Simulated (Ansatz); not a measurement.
`[NH2][Y]([OH])[OH]` + `[CH3][Nb](=[O])([OH])[F]` → `[CH3][Y]([OH])[OH]` + `[NH2][Nb](=[O])([OH])[F]`  (redistribution)

Program: Ansatz. Geometries: PBE0-D4/def2-TZVP. ΔE: electronic, gas phase. CCSD(T)/CBS adds triple-zeta CCSD(T) − MP2 to the extrapolated MP2 energy (def2 sets, frozen cores). DFT in def2-TZVPP. Elements past krypton have def2 core potentials. For Nb, Y outer-core shells are correlated without core-valence functions, which leaves a few kJ/mol of doubt a bond. Each species was taken in one conformer, which may not be the lowest.

(1) Is it downhill or uphill in electronic energy at CCSD(T)/CBS, and by how much? (An estimate is asked.)

(2) What do these levels give: ωB97X-V, BLYP, PBE0, BHLYP, CCSD/def2-SVP, HF/CBS(def2)? (An estimate is asked.)

Largest T1 diagnostic among the species: 0.022, so the coupled-cluster value is less sure than usual.

Results:

(1) Ansatz gave: Uphill: ΔE = +21.8 kJ/mol.

(2) The calculation gave: ωB97X-V 19.2, BLYP 21.0, PBE0 19.4, BHLYP 20.3, CCSD/def2-SVP 23.9, HF/CBS(def2) 19.6 kJ/mol.

Leaving LDA and LC-ωPBE aside and taking each functional with its dispersion term where it has one, the values, not all of them listed here, spread over 2.1 kJ/mol, from B97M-V to BLYP-D4. LDA lies −3.1 kJ/mol from PBE without D4.
